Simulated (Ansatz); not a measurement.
`[CH3][GeH]([F])[SeH]`, relaxed with RKS PBE-D4/def2-SVP in Ansatz from a rough embedded geometry. The force threshold is 0.03 eV/Å; the program also tests the step.

Total charge 0; spin multiplicity 1.

Start:

```xyz
9

C    -0.203    1.002    0.631
Ge    0.118   -0.823    0.223
F    -1.404   -1.628    0.094
Se    1.218   -1.052   -1.778
H     0.790    1.588    0.694
H    -0.797    1.520   -0.227
H    -0.766    1.149    1.565
H     0.909   -1.451    1.385
H     0.135   -0.304   -2.586
```

**Question.** By how much does the energy fall, and how many steps does the optimiser take? (Best estimate.)

**Answer.** The calculation gave: 24.41 kJ/mol, in 9 steps, 1 of them rejected.

**Question.** Which bonds change most? (Estimate.)

**Answer.** The calculation gave: Ge2–Se4 from 2.294 to 2.363 Å; Se4–H9 from 1.545 to 1.486 Å; C1–H6 from 1.165 to 1.107 Å; C1–Ge2 from 1.897 to 1.952 Å.

**Question.** Give the relaxed structure. (Best estimate.)

**Answer.** Ansatz gave: 
```xyz
9

C    -0.230    1.063    0.588
Ge    0.118   -0.826    0.239
F    -1.464   -1.617    0.253
Se    1.170   -1.182   -1.846
H     0.725    1.619    0.639
H    -0.854    1.483   -0.224
H    -0.772    1.169    1.548
H     0.974   -1.569    1.298
H     0.333   -0.140   -2.495
```
